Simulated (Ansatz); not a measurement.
Molecule: C$_{7}$H$_{15}$ (charge 0, doublet). It need not be the lowest isomer of its formula. 
Structure (B3LYP-D3(BJ)/def2-TZVP (Ansatz, a quantum-chemistry and plane-wave program) minimum search):
```xyz
22

C      2.8759     0.8042     0.5039
C      1.5503     0.0871     0.7515
C      0.5689     0.2632    -0.3532
C     -0.8627    -0.1846    -0.2715
C     -1.6759     0.8508     0.5404
C     -0.9819    -1.5553     0.4148
C     -1.4501    -0.2753    -1.6869
H      2.7232     1.8801     0.3962
H      3.3477     0.4421    -0.4120
H      3.5743     0.6447     1.3270
H      1.1185     0.4400     1.7008
H      1.7431    -0.9813     0.9203
H      0.8429     0.9088    -1.1813
H     -2.7236     0.5460     0.6103
H     -1.6378     1.8328     0.0658
H     -1.2852     0.9487     1.5547
H     -0.4120    -2.3136    -0.1256
H     -0.6146    -1.5236     1.4416
H     -2.0261    -1.8736     0.4453
H     -1.3806     0.6869    -2.1992
H     -0.9134    -1.0148    -2.2842
H     -2.5032    -0.5635    -1.6533
```
Charge 0, spin multiplicity 2.

Total electronic energies in hartree. Cores are frozen in the correlated levels unless marked. Open shells are spin-unrestricted. No spin-orbit coupling. No relativistic terms. CBS marks a two-point X^-3 extrapolation of the correlation energy; Hartree-Fock from the larger set. The bracket is a focal-point correction in the basis named.

| level | program | energy (Eh) |
|---|---|---|
| HF/6-31G | Ansatz | -273.66161 |
| HF/cc-pVTZ | Ansatz | -273.86635 |
| PBE-D4/def2-TZVPD | Ansatz + dftd4 | -275.43824 |
| PBE0/STO-3G | Ansatz | -272.13515 |
| PBE0/def2-SVP | Ansatz | -275.18764 |
| B2PLYP-D4/def2-TZVPD | Ansatz + dftd4 | -275.55259 |
| CCSD(T)/STO-3G | Ansatz | -271.02773 |
| CCSD(T)/cc-pVTZ | Ansatz | -275.20846 |
| RI-MP2/CBS(cc-pVTZ,cc-pVQZ)+[CCSD(T)-MP2]/cc-pVTZ | Ansatz | -275.3530 |

Totals of different functionals don't rank their quality; only differences between species are comparable.
